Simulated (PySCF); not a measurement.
BFHIO, SMILES OB(F)I.

The structure is a stationary point at PBE-D3(BJ)/def2-SVP. The def2 effective core potentials stand for the cores of I; spin–orbit coupling is left out. The values are those of a single conformer.

These are TDDFT-LC-ωPBE/def2-SVPD in PySCF values and carry that method's errors.

Vertical excitations. Gas-phase values at a fixed geometry. State labels are in the subgroup Cs.

Computed excitation energies, oscillator strengths and character:
```json
[
 {"state": "S1", "symmetry": "A'", "energy (eV)": "6.55", "λ (nm)": "189", "f": "0.004", "main pairs": "HOMO→LUMO 49 %, HOMO→LUMO+6 21 %, HOMO→LUMO+5 15 %, HOMO→LUMO+1 9 %"},
 {"state": "S2", "symmetry": "A\"", "energy (eV)": "6.63", "λ (nm)": "187", "f": "0.000", "main pairs": "HOMO→LUMO+2 94 %"},
 {"state": "S3", "symmetry": "A\"", "energy (eV)": "6.66", "λ (nm)": "186", "f": "0.008", "main pairs": "HOMO−1→LUMO 48 %, HOMO−1→LUMO+6 24 %, HOMO−1→LUMO+5 14 %"},
 {"state": "S4", "symmetry": "A'", "energy (eV)": "7.11", "λ (nm)": "174", "f": "0.096", "main pairs": "HOMO−1→LUMO+2 91 %"},
 {"state": "S5", "symmetry": "A'", "energy (eV)": "7.73", "λ (nm)": "160", "f": "0.131", "main pairs": "HOMO→LUMO+5 58 %, HOMO→LUMO 30 %"},
 {"state": "S6", "symmetry": "A\"", "energy (eV)": "7.92", "λ (nm)": "156", "f": "0.146", "main pairs": "HOMO−1→LUMO+5 55 %, HOMO−1→LUMO 30 %"},
 {"state": "S7", "symmetry": "A'", "energy (eV)": "8.54", "λ (nm)": "145", "f": "0.016", "main pairs": "HOMO→LUMO+1 81 %"},
 {"state": "S8", "symmetry": "A\"", "energy (eV)": "8.65", "λ (nm)": "143", "f": "0.023", "main pairs": "HOMO−2→LUMO+2 51 %, HOMO−1→LUMO+1 30 %"},
 {"state": "S9", "symmetry": "A\"", "energy (eV)": "8.66", "λ (nm)": "143", "f": "0.001", "main pairs": "HOMO−1→LUMO+1 43 %, HOMO−2→LUMO+2 34 %, HOMO→LUMO+4 8 %"},
 {"state": "S10", "symmetry": "A\"", "energy (eV)": "8.67", "λ (nm)": "143", "f": "0.000", "main pairs": "HOMO→LUMO+4 82 %"},
 {"state": "T1", "symmetry": "A'", "energy (eV)": "5.91", "λ (nm)": "210", "f": "0", "main pairs": "HOMO→LUMO 36 %, HOMO→LUMO+6 28 %, HOMO→LUMO+5 23 %, HOMO→LUMO+1 7 %"},
 {"state": "T2", "symmetry": "A\"", "energy (eV)": "6.08", "λ (nm)": "204", "f": "0", "main pairs": "HOMO−1→LUMO 38 %, HOMO−1→LUMO+6 26 %, HOMO−1→LUMO+5 22 %, HOMO−1→LUMO+1 7 %"},
 {"state": "T3", "symmetry": "A'", "energy (eV)": "6.32", "λ (nm)": "196", "f": "0", "main pairs": "HOMO−1→LUMO+2 92 %"},
 {"state": "T4", "symmetry": "A\"", "energy (eV)": "6.48", "λ (nm)": "191", "f": "0", "main pairs": "HOMO→LUMO+2 94 %"}
]
```
Triplets are in the Tamm–Dancoff approximation, which puts them higher than full response would, so one can lie above its singlet here.
